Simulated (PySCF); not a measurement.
Computed IR spectrum (relative IR intensity) of a molecule C₄H₈Si. The structure is a stationary point at PBE-D3(BJ)/def2-SVP. The values are those of a single conformer. Level of theory: PBE-D3(BJ)/def2-SVP in PySCF. Frequencies are harmonic and unscaled.

Lines under 2 % of the strongest are left out, and lines within 2 cm⁻¹ are merged.

ν (cm⁻¹): 337 (w), 425 (w), 443 (vw), 606 (m), 619 (w), 648 (m), 694 (w), 745 (w), 807 (w), 851 (w), 863 (vs), 915 (m), 1130 (w), 1217 (w), 1385 (vw), 2158 (w), 2167 (m), 2171 (s), 2960 (w), 3077 (vw), 3411 (m) (against the strongest line: vs over 80 %, s over 45 %, m over 15 %, w over 4 %, vw less)

Q: Which structure fits?
(A) C[Si@@H]1C=CC1
(B) C#CC[SiH2]C
(C) C=C/C=C/[SiH3]
(D) C#C[SiH2]CC

A: B, C#CC[SiH2]C
